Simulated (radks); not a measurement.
All-electron atom: Sr3+ in [Ar] 3d10 4s2 4p5 (the NIST ground configuration). All-electron calculation, Dirac Kohn-Sham, exchange-only PBE, spin-unpolarised, spherical densities, finite nucleus; open shells are shared between the two j in proportion to 2j + 1; Fermi nuclear charge, rms radius 4.224 fm. Program: a radial shooting solver on a logarithmic mesh with Libxc functionals.

Spin-orbit splittings of the eigenvalues, e(l+1/2) - e(l-1/2), with zeta = 2 splitting/(2l+1) and mean radii in bohr:

shell  occ.  splitting (eV)  zeta (eV)  <r> j=l-1/2  <r> j=l+1/2
2p        6               ?          ?       0.1475       0.1516
3p        6           10.50      7.000       0.4912       0.5017
3d       10           1.835     0.7339       0.4956       0.4992
4p        5           1.285     0.8567        1.480        1.508

Estimate the 2p splitting.

Answer. 68.43 eV (zeta = 45.62 eV).
